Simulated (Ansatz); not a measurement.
AuO₄H₄, that is [Au(OH)4]- with one electron fewer. Total charge 0; doublet. Geometry PBE0-D4/def2-SVPD, that of the charge -1 singlet; atoms count from 1.

Cartesian coordinates in Å:
```
Au 0.000 0.000 0.000
O 1.289 1.409 -0.561
H 1.100 1.523 -1.498
O 0.708 0.092 1.858
H 1.394 0.766 1.801
O -1.289 -1.408 0.561
H -1.098 -1.524 1.498
O -0.709 -0.091 -1.858
H -1.394 -0.766 -1.801
```

In the def2 sets Au takes a core potential; there is no spin–orbit coupling.

Q: Estimate the Mulliken populations from the PBE0/def2-TZVPD orbitals of Ansatz.

A: 
| atom | charge (e) | spin (α − β) | d electrons |
| --- | --- | --- | --- |
| Au1 | 1.06 | 0.21 | 8.67 |
| O2 | -0.63 | 0.20 | – |
| H3 | 0.36 | -0.01 | – |
| O4 | -0.62 | 0.21 | – |
| H5 | 0.36 | -0.01 | – |
| O6 | -0.63 | 0.20 | – |
| H7 | 0.36 | -0.01 | – |
| O8 | -0.62 | 0.21 | – |
| H9 | 0.36 | -0.01 | – |
Mulliken values depend strongly on the basis. With diffuse functions, as here, like atoms can get unlike values, and bond orders can come out too low or too high.

Q: Where does the spin sit?

A: Summed by element: Au 0.21, O 0.81, H -0.03, of 1 unpaired in all. Largest on single atoms: Au1 0.21, O8 0.21, O4 0.21.

Q: And the Mayer bond orders between heavy atoms (over 0.3)?

A: Au1–O2 0.65 (1.99 Å); Au1–O4 0.65 (1.99 Å); Au1–O6 0.65 (1.99 Å); Au1–O8 0.65 (1.99 Å).
